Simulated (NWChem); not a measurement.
Molecule: boron monoxide dimer (B₂O₂); SMILES O=BB=O

```xyz
4

O      0.0000     0.0000    -2.0254
B      0.0000     0.0000    -0.8262
B      0.0000     0.0000     0.8262
O      0.0000     0.0000     2.0254
```
Atoms are numbered in this order, from 1.

Coordinates come from a PBE0/def2-SVP optimisation.

### Question
Give the principal values of the shielding tensors (ppm) of O1, B2 from Hartree-Fock/cc-pCVTZ, GIAO (NWChem), with their diamagnetic and paramagnetic parts as GIAO splits them.

### Answer
```
atom     σ11     σ22    σ33  isotropic  diamagnetic  paramagnetic
----  ------  ------  -----  ---------  -----------  ------------
O1    -177.1  -177.1  410.9       18.9        391.7        -372.8
B2      31.1    31.1  218.5       93.6        200.7        -107.2
```
